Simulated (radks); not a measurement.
Results of a calculation; reference values are marked as such.
Polarisability of the zirconium ion Zr+, [Kr] 4d2 5s1, at imaginary frequency. Code: a radial shooting solver on a logarithmic mesh with Libxc functionals. Model: non-relativistic Kohn-Sham, exchange-only LDA, spin-polarised, spherical densities, point nucleus; open shells are filled with parallel spins first (spin-orbit coupling, left out, can overturn this in heavy ions); relativity is left out, which matters for an element this heavy. Response by self-consistent Sternheimer equations with the Hartree and adiabatic exchange-only LDA kernel.

w (hartree),alpha1(iw) (bohr^3)
0.00266,60.08
0.0143,59.63
0.0360,57.27
0.0697,50.91
0.118,40.29
0.186,28.61
0.280,19.17
0.413,12.66
0.605,8.324
0.892,5.359
1.35,3.236
2.12,1.723
3.59,0.7624
6.94,0.2693
17.5,0.06478

Static values: alpha1 = 60.09 bohr^3 (8.905 angstrom^3; uncoupled 93.78). C6 = 514.5, triple-dipole C9 = 21360 atomic units. One-pole (London) frequency 4 C6 / (3 alpha1^2) = 0.190 hartree, against 0.364 for minus the highest occupied eigenvalue. The dipole shielding factor is 0.975, as the force sum rule N/Z = 0.975 demands.
